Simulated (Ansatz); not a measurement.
Several settings on one geometry of the cluster PdCl2 (that of the charge 0 singlet, r2SCAN-D4/def2-TZVP). Ansatz on 4 threads of Arm Neoverse V1 on a shared host; times are rough.

```xyz
3

Pd   -0.877    0.010    0.289
Cl    0.906    0.786    1.245
Cl   -0.029   -0.796   -1.534
```

Totals from different functionals, basis sets or treatments of relativity can't be compared as stabilities.

In the def2 sets Pd takes a core potential; there is no spin–orbit coupling.

At r2SCAN-D4/def2-TZVP a triplet lies 0.28 eV below the restricted singlet of charge 0, at its own geometry.

(1) Give the basis size and estimate the energy, ⟨S²⟩, dipole and time of these runs.

| run | method | charge | state | further keys |
| --- | --- | --- | --- | --- |
| 1 | RKS ωB97M-V/def2-mTZVPP | 0 | singlet | forces asked |
| 2 | RKS LDA (SPW92)/def2-mTZVPP | 0 | singlet | scf: {omitted_lower_state_checks: [starts]}; forces asked |
| 3 | RKS RPBE-D3(BJ)/def2-TZVP | 0 | singlet | scf: {omitted_lower_state_checks: [starts]}; forces asked |

Results:

(1) 
```csv
run,functions,energy (Eh),⟨S²⟩,dipole (D),wall time
1,87,-1048.2185,–,3.58,4.3 s
2,87,-1045.1630,–,2.50,0.45 s
3,114,-1048.3777,–,2.80,0.85 s
```
